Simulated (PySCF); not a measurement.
Ga(I)2(OH) (GaHI2O), SMILES [OH][Ga]([I])[I]. Atoms are numbered in the order given.

```xyz
5

Ga     0.7558     0.0084     0.0000
I     -0.4440    -2.1857     0.0000
I     -0.4366     2.1861     0.0000
O      2.5357     0.0656     0.0000
H      2.9575    -0.8053     0.0000
```
Charge 0, spin multiplicity 1.

Geometry optimised at B3LYP-D3(BJ)/def2-SVP. The def2 effective core potentials stand for the cores of I; spin–orbit coupling is left out. Other conformers were not sampled.

Level of theory: TDDFT-PBE/def2-SVPD (PySCF 2.14.0).

Vertical excitations. Isolated molecule, no solvent. State labels are in the subgroup Cs.

Q: Give excitation energies, oscillator strengths and character. (The exact figures need the calculation; the answer reports its results.)

A: 
```tsv
state	symmetry	energy (eV)	λ (nm)	f	main pairs
S1	A'	3.81	325	0.015	HOMO→LUMO 99 %
S2	A"	3.94	315	0.000	HOMO−1→LUMO 100 %
S3	A'	4.10	302	0.015	HOMO−2→LUMO 99 %
S4	A"	4.18	297	0.006	HOMO−3→LUMO 100 %
S5	A"	4.59	270	0.000	HOMO→LUMO+1 100 %
S6	A"	4.87	254	0.000	HOMO−2→LUMO+1 100 %
S7	A'	4.92	252	0.014	HOMO−1→LUMO+1 82 %, HOMO−4→LUMO 15 %
S8	A"	5.19	239	0.012	HOMO−5→LUMO 99 %
S9	A'	5.24	237	0.021	HOMO−3→LUMO+1 80 %
S10	A'	5.73	216	0.217	HOMO−4→LUMO 51 %, HOMO→LUMO+2 18 %, HOMO−3→LUMO+1 9 %
T1	A'	3.49	356	0	HOMO→LUMO 100 %
T2	A"	3.67	338	0	HOMO−1→LUMO 100 %
T3	A'	3.77	329	0	HOMO−2→LUMO 100 %
T4	A"	3.88	319	0	HOMO−3→LUMO 99 %
```
Triplets are in the Tamm–Dancoff approximation, which puts them higher than full response would, so one can lie above its singlet here.
